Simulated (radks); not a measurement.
Q: These are the eigenvalues of the occupied orbitals of an atom or ion with whole-number occupations (Ry). Method: non-relativistic Kohn-Sham, LDA (Slater exchange, Perdew-Wang correlation), spin-polarised, spherical densities, point nucleus; computed with a radial shooting solver on a logarithmic mesh with Libxc functionals.

1s up: -40.61384
1s down: -40.31780
2s up: -4.43973
2p up: -3.36143

Which element is it, and in what charge state? The configuration may be excited. Open shells, if any, are filled with parallel spins first.

A: Z = 8, oxygen, charge +2: O2+ in [He] 2s1 2p3. The list shows which subshells hold electrons but not how many an open one holds; the 1s level, -20.307 hartree, gives Z - s = 6.4 by -(Z - s)^2/2, which with screening narrows Z to a few neighbours, and the depths of the outer levels then fix element, charge and occupations together.
